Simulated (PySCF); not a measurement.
Simulated C 1s region for `C=CC(F)=C(F)F` (1,1,2-trifluorobuta-1,3-diene), binding energy against the vacuum level.

Every computed line was given a Gaussian of 0.5 eV full width at half maximum and an area set by the number of equivalent atoms; the highest printed point is 100. Level of theory: delta-SCF UKS SCAN, pcX-2 on the ionised atom, pcseg-1 elsewhere, spin-free X2C in PySCF.

(binding energy (eV), intensity): (289.7, 1), (289.8, 3), (289.9, 9), (290.0, 23), (290.1, 47), (290.2, 75), (290.3, 96), (290.4, 98), (290.5, 81), (290.6, 53), (290.7, 29), (290.8, 14), (290.9, 10), (291.0, 17), (291.1, 35), (291.2, 62), (291.3, 88), (291.4, 100), (291.5, 91), (291.6, 66), (291.7, 39), (291.8, 18), (291.9, 7), (292.0, 2), (292.1, 0), (292.2, 0), (292.3, 0), (292.4, 0), (292.5, 0), (292.6, 0), (292.7, 0), (292.8, 0), (292.9, 0), (293.0, 2), (293.1, 6), (293.2, 16), (293.3, 35), (293.4, 62), (293.5, 88), (293.6, 100), (293.7, 91), (293.8, 66), (293.9, 39), (294.0, 18), (294.1, 7), (294.2, 2), (294.3, 0), (294.4, 0), (294.5, 0), (294.6, 1), (294.7, 4), (294.8, 11), (294.9, 27), (295.0, 52), (295.1, 80), (295.2, 98), (295.3, 97), (295.4, 76), (295.5, 48), (295.6, 24), (295.7, 10), (295.8, 3), (295.9, 1)

How many maxima does the curve show, and how many computed lines lie under it?

The curve has 4 maxima (at 290.4, 291.4, 293.6 and 295.2 eV). Under it lie 4 lines from 4 inequivalent carbon sites.

Decompose the envelope and assign each component. Numbering: `[CH2:1]=[CH:2][C:3]([F:4])=[C:5]([F:6])[F:7]`.

```csv
position (eV),relative area,line,atoms,environment
290.36,1,C 1s,C1,terminal =CH2 carbon
291.41,1,C 1s,C2,alkene CH carbon
293.61,1,C 1s,C3,vinylic C–F carbon
295.24,1,C 1s,C5,=CF2 carbon
```

What are the centre and the root-mean-square width of the whole band?

The area-weighted mean of the lines is 292.65 eV. Their own spread about it is 1.90 eV (rms) and each Gaussian has σ = 0.5/2.355 = 0.21 eV; the variances add, which gives 1.91 eV.

The listed C 1s values span 4.88 eV, from C1 (bonded to C (double bond) and 2 H) to C5 (bonded to 2 F and C (double bond)). The widest gap between neighbouring values is 2.20 eV, between 291.41 and 293.61 eV.

Shake-up satellites, vibrational structure and lifetime widths aren't simulated. Spin contamination (⟨S²⟩ against 0.75 for a pure doublet) is marked for C 1s of C2 (0.86), which makes this value less certain. The structure is a single GFN2-xTB conformer in the gas phase; no vibrational or solvent corrections.

Conformer computed: `[CH2:1]=[CH:2][C:3]([F:4])=[C:5]([F:6])[F:7]`: C1–C2–C3–F4 0°.
